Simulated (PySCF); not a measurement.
Isomers of C6H7F3Si.

All values: PBE0/def2-SVPD (PySCF) at PBE0-D3(BJ)/def2-SVP geometries, gas phase, one conformer each. Core orbitals are frozen in the response; Δα² is half the sum of the squared differences of the principal polarisabilities.

Question: Rank by polarisability anisotropy Δα, lowest first.
A. `[CH:1]#[C:2][Si@@H:3]1[CH2:4][CH2:5][C@@H:6]1[C:7]([F:8])([F:9])[F:10]` with C2–Si3–C4–C5 -133°, Si3–C4–C5–C6 20°, C4–C5–C6–C7 97°, C2–Si3–C6–C5 135°
B. `[F:1][C:2]([F:3])=[C:4]([F:5])/[CH:6]=[CH:7]\[C@@H:8]1[CH2:9][SiH2:10]1` with C2–C4–C6–C7 180°, C6–C7–C8–C9 -158°
C. `[F:1][C:2]([F:3])([F:4])[C:5]#[C:6][CH:7]1[CH2:8][SiH2:9][CH2:10]1` with C6–C7–C8–Si9 -148°, C7–C8–Si9–C10 19°, C8–Si9–C10–C7 -19°, C6–C7–C10–Si9 148°
D. `[F:1][C:2]([F:3])=[C:4]([F:5])/[CH:6]=[CH:7]/[C@@H:8]1[CH2:9][SiH2:10]1` with C2–C4–C6–C7 -179°, C6–C7–C8–C9 -150°
E. `[F:1][C:2]([F:3])([F:4])[CH2:5][C:6]1=[CH:7][CH:8]=[CH:9][SiH2:10]1` with C2–C5–C6–C7 139°
F. `[CH:1]#[C:2][Si@@H:3]1[CH2:4][CH2:5][C@H:6]1[C:7]([F:8])([F:9])[F:10]` with C2–Si3–C4–C5 -93°, Si3–C4–C5–C6 -19°, C4–C5–C6–C7 -97°, C2–Si3–C6–C5 97°

Answer: F (4.96 Å³), A (5.25 Å³), E (5.70 Å³), C (8.96 Å³), B (13.64 Å³), D (15.20 Å³).

Question: Rank by HOMO–LUMO gap, lowest first.
A. `[CH:1]#[C:2][Si@@H:3]1[CH2:4][CH2:5][C@@H:6]1[C:7]([F:8])([F:9])[F:10]` with C2–Si3–C4–C5 -133°, Si3–C4–C5–C6 20°, C4–C5–C6–C7 97°, C2–Si3–C6–C5 135°
B. `[F:1][C:2]([F:3])=[C:4]([F:5])/[CH:6]=[CH:7]/[C@@H:8]1[CH2:9][SiH2:10]1` with C2–C4–C6–C7 -179°, C6–C7–C8–C9 -150°
C. `[F:1][C:2]([F:3])([F:4])[C:5]#[C:6][CH:7]1[CH2:8][SiH2:9][CH2:10]1` with C6–C7–C8–Si9 -148°, C7–C8–Si9–C10 19°, C8–Si9–C10–C7 -19°, C6–C7–C10–Si9 148°

Answer: B (5.13 eV), A (7.42 eV), C (7.75 eV).

Question: Rank by dipole moment, highest first.
A. `[F:1][C:2]([F:3])([F:4])[C:5]#[C:6][CH:7]1[CH2:8][SiH2:9][CH2:10]1` with C6–C7–C8–Si9 -148°, C7–C8–Si9–C10 19°, C8–Si9–C10–C7 -19°, C6–C7–C10–Si9 148°
B. `[F:1][C:2]([F:3])([F:4])[CH2:5][C:6]1=[CH:7][CH:8]=[CH:9][SiH2:10]1` with C2–C5–C6–C7 139°
C. `CC1=C(C(F)(F)F)C=C[SiH2]1`
D. `[F:1][C:2]([F:3])=[C:4]([F:5])/[CH:6]=[CH:7]/[C@@H:8]1[CH2:9][SiH2:10]1` with C2–C4–C6–C7 -179°, C6–C7–C8–C9 -150°

Answer: A (3.53 D), D (2.85 D), B (2.54 D), C (2.10 D).

All values together:

| SMILES | μ (D) | HOMO (eV) | LUMO (eV) | α (Å³) | Δα (Å³) | ΔSCF removal energy (eV) |
| --- | --- | --- | --- | --- | --- | --- |
| FC(F)(F)CC1=CC=C[SiH2]1 | 2.54 | -6.93 | -1.79 | 14.33 | 5.70 | 8.74 |
| CC1=C(C(F)(F)F)C=C[SiH2]1 | 2.10 | -7.09 | -1.96 | 14.41 | 5.85 | 8.88 |
| FC(F)(F)C#CC1C[SiH2]C1 | 3.53 | -8.24 | -0.49 | 14.94 | 8.96 | 10.01 |
| FC(F)=C(F)/C=C/[C@@H]1C[SiH2]1 | 2.85 | -6.06 | -0.93 | 17.54 | 15.20 | 7.72 |
| C#C[Si@@H]1CC[C@H]1C(F)(F)F | 2.92 | -8.18 | -0.68 | 13.99 | 4.96 | 9.99 |
| FC(F)=C(F)/C=C\[C@@H]1C[SiH2]1 | 2.23 | -6.03 | -0.98 | 17.27 | 13.64 | 7.69 |
| C#C[Si@@H]1CC[C@@H]1C(F)(F)F | 2.16 | -8.13 | -0.71 | 13.99 | 5.25 | 9.94 |

Conformers: `[F:1][C:2]([F:3])([F:4])[CH2:5][C:6]1=[CH:7][CH:8]=[CH:9][SiH2:10]1` with C2–C5–C6–C7 139°; `[F:1][C:2]([F:3])([F:4])[C:5]#[C:6][CH:7]1[CH2:8][SiH2:9][CH2:10]1` with C6–C7–C8–Si9 -148°, C7–C8–Si9–C10 19°, C8–Si9–C10–C7 -19°, C6–C7–C10–Si9 148°; `[F:1][C:2]([F:3])=[C:4]([F:5])/[CH:6]=[CH:7]/[C@@H:8]1[CH2:9][SiH2:10]1` with C2–C4–C6–C7 -179°, C6–C7–C8–C9 -150°; `[CH:1]#[C:2][Si@@H:3]1[CH2:4][CH2:5][C@H:6]1[C:7]([F:8])([F:9])[F:10]` with C2–Si3–C4–C5 -93°, Si3–C4–C5–C6 -19°, C4–C5–C6–C7 -97°, C2–Si3–C6–C5 97°; `[F:1][C:2]([F:3])=[C:4]([F:5])/[CH:6]=[CH:7]\[C@@H:8]1[CH2:9][SiH2:10]1` with C2–C4–C6–C7 180°, C6–C7–C8–C9 -158°; `[CH:1]#[C:2][Si@@H:3]1[CH2:4][CH2:5][C@@H:6]1[C:7]([F:8])([F:9])[F:10]` with C2–Si3–C4–C5 -133°, Si3–C4–C5–C6 20°, C4–C5–C6–C7 97°, C2–Si3–C6–C5 135°.

Question: By how much does the ΔSCF value exceed −ε(HOMO) over the species that have both?

Answer: By 1.66 to 1.81 eV, 1.76 eV on average, over 7 species.
